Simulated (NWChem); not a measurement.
Molecule: GeNH$_{2}$F, singlet; SMILES [NH2][Ge][F]

```xyz
5

Ge    -0.4540     0.0087     0.0000
F      0.7098     1.3389     0.0000
N      0.8157    -1.2829     0.0000
H      1.8100    -1.0700     0.0000
H      0.6208    -2.2784     0.0000
```
Atoms are numbered in this order, from 1.

All runs: NWChem. Low-valent species are run as closed-shell singlets; no triplet was tried in these runs. All runs use the structure optimised with PBE0/def2-SVP. B3LYP is NWChem's, with the RPA form of VWN correlation. Ions are spin-unrestricted doublets at the neutral geometry; other ion states weren't tried.

### Question
What does the run give for B3LYP/def2-SVP? Quantities: vertical ionisation energy, ΔSCF (eV); −ε(HOMO) (eV).

### Answer
| Quantity | Result |
|---|---|
| vertical ionisation energy, ΔSCF (eV) | 10.17 |
| −ε(HOMO) (eV) | 7.35 |
